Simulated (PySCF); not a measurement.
# Polarisability and C₆ of Li (lithium, neutral)

[He] 2s1, 2S determinant. Computed with PySCF 2.14 in aug-cc-pCVTZ (7s6p4d2f, 59 functions), with the non-relativistic Hamiltonian (point nucleus). Coupled (time-dependent) response in atomic units; α is the mean over directions.

| method | mean α (bohr³) | C₆ (like pair) | S(−4) |
| --- | --- | --- | --- |
| UHF | 169.9 | 1478 | 37140 |
| PBE | 141.9 | 1126 | 26090 |
| PBE0 | 146.6 | 1183 | 27790 |
| BLYP | 139.3 | 1087 | 25500 |
| wB97X | 170.5 | 1501 | 36620 |

S(−4) is the Cauchy moment in α(ω) = α(0) + S(−4) ω² + …

Reference α: 164.1 bohr³ (recommended; Schwerdtfeger and Nagle, table of static dipole polarizabilities (2023 update)). Published C₆: 1392 (Chu and Dalgarno (2004); Tang, Norbeck and Certain (1976)).

α(iu) at PBE:

```csv
u (hartree),α(iu) (bohr³)
0,141.9
0.0500,97.40
0.100,50.62
0.200,17.88
0.300,8.887
0.500,3.586
0.750,1.752
1.00,1.071
1.50,0.5538
2.00,0.3554
3.00,0.1934
5.00,0.08836
```

A single London oscillator, α(iu) = α/(1 + u²/ω²), gives C₆ = (3/4) ω α². Matching the computed C₆ needs ω = 4 × 1126 / (3 × 141.9²) = 0.0746 hartree.
